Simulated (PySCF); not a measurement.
A structure optimised at B3LYP-D3(BJ)/def2-SVP, used in a PySCF frequency run:

```
Ga
O 1 1.7828
H 2 0.9658 1 113.81
N 1 1.8010 2 119.34 3 -177.90
H 4 1.0130 1 122.79 2 -173.12
H 4 1.0138 5 113.14 1 -165.56
Br 1 2.3041 2 120.03 3 0.12
```
Charge 0, spin multiplicity 1.

Task: Write its SMILES and formula.

Result: [NH2][Ga]([OH])[Br], BrGaH3NO

Task: What are its rotational constants (standard atomic weights)?

Result: 5.8891, 1.5669, 1.2378 GHz
